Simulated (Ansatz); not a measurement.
`[SiH3][SiH]([SiH3])[SiH3]` + NH₃ → `N[SiH]([SiH3])[SiH3]` + SiH₄ at 700 K and 1 bar (cleavage of the Si–Si bond).

Computed with Ansatz on PBE0-D4/def2-TZVP structures; ΔE is electronic, products minus reactants. CCSD(T)/CBS adds triple-zeta CCSD(T) − MP2 to the extrapolated MP2 energy (def2 sets, frozen cores). This one scheme is used for every species. Each species was taken in one conformer, which may not be the lowest.

| species | CCSD(T)/CBS energy (Eh) | H − E (kJ/mol) | S (J/(mol·K)) |
| --- | --- | --- | --- |
| `[SiH3][SiH]([SiH3])[SiH3]` | -1162.31205 | 330.8 | 578.8 |
| NH₃ | -56.50880 | 116.9 | 226.5 |
| `N[SiH]([SiH3])[SiH3]` | -927.36405 | 323.4 | 544.1 |
| SiH₄ | -291.46306 | 115.5 | 252.9 |

H − E and S are ideal-gas, rigid-rotor, harmonic terms from PBE0-D4/def2-TZVP, for one conformer and one mirror image of each species. 1 Eh = 2625.50 kJ/mol, R = 8.31446 J/(mol·K).

**Question.** By hand: ΔE, ΔH, ΔS and ΔG.

**Answer.** ΔE = (-927.36405) + (-291.46306) − (-1162.31205) − (-56.50880) = -0.00626 Eh = -16.4 kJ/mol. Δ(H − E) = 323.4 + 115.5 − 330.8 − 116.9 = -8.8, so ΔH = -25.2 kJ/mol. ΔS = 544.1 + 252.9 − 578.8 − 226.5 = -8.3 J/(mol·K). ΔG = -25.2 − 700 × (-8.3)/1000 = -19.4 kJ/mol.

**Question.** By hand: the equilibrium constant, and the temperature at which ΔG would vanish if ΔH and ΔS stayed fixed.

**Answer.** log₁₀ K = −ΔG/(RT ln 10) = 1.4. ΔG = 0 at ΔH/ΔS = 3036 K, far beyond where these terms or the molecules hold.

The number of gas molecules stays the same, so ΔS is small and ΔH decides. A doubt of 5 kJ/mol in ΔE shifts log₁₀ K by 0.4 here. Other conformers and mirror images would add mixing entropy, several J/(mol·K) or more a flexible species. These are equilibria of isolated gas molecules and say nothing of rates. Largest T1 diagnostic: 0.014 (customary marks: 0.02 for closed shells, 0.045 for open ones).
